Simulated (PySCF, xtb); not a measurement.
B2F4, SMILES FB(B(F)F)F (connectivity only; charge and spin as stated), charge -1, multiplicity 2. The values are those of a single conformer.

Harmonic wavenumbers (cm⁻¹) from xtb with GFN2-xTB at its own minimum, in rising order: 113, 128, 304, 307, 363, 412, 423, 582, 910, 922, 929, 1386.

Task: What does PBE0-D3(BJ)/def2-SVPD (PySCF) give at its own minimum? (Estimate from the structure and the level; the computed values follow.)

Result: 118, 140, 322, 343, 395, 441, 481, 628, 998, 1117, 1122, 1402. Paired by order, the mean absolute difference is 61 cm⁻¹ and the zero-point energies are 9.7 and 10.7 kcal/mol.
